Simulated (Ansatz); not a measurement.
A run for Ansatz (a quantum-chemistry and plane-wave program): R-B97M-V/def2-TZVPPD on HF (SMILES F) with ghost functions. Files ending in .json are basis or fitting sets from the Basis Set Exchange.

Ansatz 0.2 input:
```yaml
crystal:
  periodic: [false, false, false]
  atoms:
    - {symbol: F, position_ang: [0.08506701, 0.01289622, 0.23578509]}
    - {symbol: H, position_ang: [-0.21589527, -0.06029420, 1.13358064]}
basis:
  gaussian:
    orbitals: def2-TZVPPD.json
    ghost_atoms:
      - {symbol: C, position_ang: [0.51629070, 0.39583176, 3.51331580]}
      - {symbol: O, position_ang: [-0.55307262, -0.16388145, 2.73953680]}
      - {symbol: H, position_ang: [0.24462513, 0.44799337, 4.56941960]}
      - {symbol: H, position_ang: [0.67528962, 1.40290933, 3.13551849]}
      - {symbol: H, position_ang: [1.43804009, -0.17811540, 3.39436043]}
      - {symbol: H, position_ang: [-0.72805514, -1.06378596, 3.03493647]}
hamiltonian:
  xc: {name: B97M-V}
scf: {lower_state_search: off}
```

Program output:

```
WARN ansatz: RAYON_NUM_THREADS=1 ignored (pool sized by the plan → 1); use --threads N
Functional definition: B97M-V
these checks for a lower state are left out or cut short: stability, starts, cluster_reference, orbital_swaps, neighbouring_geometries, increment
integrals: 0.08 GiB planned
802 factors; their error is unknown
mean field: 0.82 GiB planned
mean field evaluation 1: about -2731.9102 eV, gradient 3.3e1 eV
mean field evaluation 2: about -2728.5507 eV, gradient 5.9e1 eV
mean field evaluation 4: about -2733.4314 eV, gradient 3.4e-1 eV
mean field evaluation 8: about -2733.4309 eV, gradient 9.8e-4 eV
mean field -2733.43085446 eV, -100.4517311154 hartree, gradient 4.1e-6 eV, S^2 0.000000; 0 other end points of the search recorded, 0 dependent functions left out
reference -2733.43090403 eV, -100.4517329371 hartree; 5, 5 occupied and 197, 197 virtual orbitals, 802 factors
Total energy: -2733.43090403 eV, -100.4517329371 hartree
Checks for a lower state left out: stability, starts, cluster_reference, orbital_swaps, neighbouring_geometries, increment
```

Self-consistency was reached.

Cost: very roughly 3 core-seconds.
